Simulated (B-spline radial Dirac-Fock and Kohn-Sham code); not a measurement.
**F: input and output of one calculation**

ΔSCF core binding energies without Breit or QED terms, calculated with a B-spline atomic structure program.

Input (task.json):

```json
{"items": [{"Z": 9, "q": 0, "cfg": [[1, 0, 2], [2, 0, 2], [2, 1, 5]], "A": 19, "rrms": 2.8976, "do": "settings", "holes": ["K", "L3", "M5"],
  "settings": [{"rel": "dirac", "method": "b88,lyp", "nuc": "fermi", "radius_factor": 1.0, "rmax": 45.0, "h": 0.22, "order": 8, "points": 10, "c_factor": 1.0, "maxit": 60, "damp": 0.2, "ndamp": 3, "tol": 1e-08}]}]}
```

Command: `python xray2_run.py task.json out`

Ground-state iterations:

```
iter   energy (Ha)        error
   1      -99.07337517  2.70e-01
   2      -99.06757439  1.54e-01
   3      -99.08086118  1.28e-01
   4      -99.39511271  1.16e-01
   5      -98.10074200  1.75e-01
   6      -99.82001485  1.89e-02
   7      -99.83681103  2.24e-03
   8      -99.83693207  1.59e-04
   9      -99.83693287  6.17e-06
  10      -99.83693287  7.95e-08
```

The ground state converged in 10 iterations, with total energy -99.83693 Ha, virial ratio 2.00049 and highest orbital energy -11.10 eV. ΔSCF binding energies: K (1s) 709.1 eV. Holes are computed only in closed shells, and unreliable hole states are left out.
